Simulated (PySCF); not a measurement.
C5H4O, SMILES C1C=CC(C=1)=O.

Geometry: PBE0-D3(BJ)/def2-SVP.

Two levels are set side by side: PBE/def2-TZVP (PySCF) and B3LYP/def2-TZVP (PySCF). Same geometry, gas phase. Differences are taken from unrounded values.

| quantity | B3LYP |
|---|---|
| orbital gap (eV) | 3.85 |
| highest occupied level (eV) | -6.95 |
| lowest empty level (eV) | -3.10 |
| dipole moment (D) | 3.26 |
| mean polarisability (bohr³) | 55.5 |

What does PBE give, and how far is it from B3LYP? (The exact figures need the calculation; the answer reports its results.)


```json
[
 {"quantity": "orbital gap (eV)", "PBE": "2.15", "PBE minus B3LYP": "-1.70"},
 {"quantity": "highest occupied level (eV)", "PBE": "-6.01", "PBE minus B3LYP": "0.94"},
 {"quantity": "lowest empty level (eV)", "PBE": "-3.86", "PBE minus B3LYP": "-0.75"},
 {"quantity": "dipole moment (D)", "PBE": "3.04", "PBE minus B3LYP": "-0.22"},
 {"quantity": "mean polarisability (bohr³)", "PBE": "56.2", "PBE minus B3LYP": "0.7"}
]
```

PBE's occupied levels lie high since its potential decays too fast outside the molecule; exact exchange lowers them and widens the gap. Differences between two approximate levels are no errors against the true value.

Rough cost on one machine, each run with all the roots and properties that it gave: B3LYP against PBE within a factor of 2.
